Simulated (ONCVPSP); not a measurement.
## PBE ONCV dataset for oxygen, scalar-relativistic all-electron reference.

* Element: O (Z = 8)
* Generator: ONCVPSP 4.0.1
* Type: optimised norm-conserving Vanderbilt (ONCV)
* Functional: PBE
* Relativity: scalar-relativistic
* Frozen core: [He]
* Valence charge: 6
* Reference configuration: 2s2 2p2 (charge +2)
* Partial waves: 2s: rc 0.60 bohr, ncon 4, nbas 7, qcut 9.1 1/bohr, 2 projectors, debl 3.3 Ha; 2p: rc 1.10 bohr, ncon 3, nbas 7, qcut 11.3 1/bohr, 2 projectors, debl 3.1 Ha
* Local potential: polynomial inside 0.55 bohr (lpopt 5, dvloc0 3 Ha)
* Core correction: Teter function, fcfact 5.5, rcfact 1.45

All-electron outer shells of the reference configuration (PBE, scalar-relativistic, ld1.x):

```csv
shell,level (eV),outermost node (bohr),outermost maximum (bohr)
1s,-557.75,–,0.13
2s,-58.35,0.27,0.84
2p,-43.24,–,0.75
```

Does the generator finish with these settings?

Yes, a potential is produced and its reference levels are reproduced.

Estimate the cutoffs (Ha) at which the residual kinetic energy of the hardest occupied pseudo-wave falls to 1 and 0.1 mHa per electron.

270 Ha and 347 Ha.

Does the potential have ghost states?

Ghosts flagged at negative energy: s at -430.2 eV; no localised positive-energy state flagged. A true bound ghost makes a file unfit for plane-wave use.

Which valence shell sets the plane-wave cutoff?

2s: 270 Ha for 1 mHa per electron, against 46 Ha for 2p.

Tests: 2s2 2p4; 2s2 2p3; 2s2 2p1; 2s2 2p3.5. Which has the largest error in its energy relative to the reference configuration, and how large is it?

2s2 2p1, with +68 meV (all-electron minus pseudo) on +53.87 eV.
